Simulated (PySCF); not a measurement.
CH₄MgSSe, SMILES C[S][Mg][SeH].

Geometry: B3LYP-D3(BJ)/def2-SVP. The structure was generated by enumeration; whether it is a known compound was not checked. One conformer was computed; it need not be the lowest.

Two levels are set side by side: PBE/def2-TZVP (PySCF) and CAM-B3LYP/def2-TZVP (PySCF). Same geometry, gas phase. Differences are taken from unrounded values.

```tsv
quantity	CAM-B3LYP
orbital gap (eV)	7.29
highest occupied level (eV)	-7.96
lowest empty level (eV)	-0.67
dipole moment (D)	1.42
mean polarisability (bohr³)	88.0
```

What does PBE give, and how far is it from CAM-B3LYP? (The exact figures need the calculation; the answer reports its results.)


```
quantity                       PBE  PBE minus CAM-B3LYP
---------------------------  -----  -------------------
orbital gap (eV)              3.37                -3.92
highest occupied level (eV)  -5.49                 2.47
lowest empty level (eV)      -2.12                -1.45
dipole moment (D)             1.40                -0.02
mean polarisability (bohr³)   94.7                  6.7
```

PBE's occupied levels lie high since its potential decays too fast outside the molecule; exact exchange lowers them and widens the gap. PBE's more diffuse valence density responds more strongly to a field. Differences between two approximate levels are no errors against the true value.

Rough cost on one machine, each run with all the roots and properties that it gave: CAM-B3LYP against PBE within a factor of 2.
